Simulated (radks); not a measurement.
Results of a calculation; reference values are marked as such.
Q: Valence configurations of As (all share [Ar]). Code: a radial shooting solver on a logarithmic mesh with Libxc functionals. Model: Dirac Kohn-Sham, PBE, spin-unpolarised, spherical densities, point nucleus; open shells fill j = l - 1/2 first. Order these by energy: 3d8 4s2 4p5; 3d9 4s1 4p5; 3d10 4p5; 3d10 4s1.5 4p3.5; 3d9 4s2 4p4; 3d9.5 4s2 4p3.5; 3d10 4s2 4p3; 3d9.5 4s0.5 4p5; 3d10 4s1 4p4.

A: From the lowest, in eV above it: 3d10 4s2 4p3 0.000; 3d10 4s1.5 4p3.5 4.714; 3d10 4s1 4p4 9.490; 3d9.5 4s2 4p3.5 18.734; 3d10 4p5 19.215; 3d9.5 4s0.5 4p5 33.814; 3d9 4s2 4p4 39.822; 3d9 4s1 4p5 50.310; 3d8 4s2 4p5 89.333. NIST lists [Ar] 3d10 4s2 4p3 as the ground configuration; this level of theory agrees among the configurations tried. The energies are those of spherical spin-averaged densities, not of single terms.
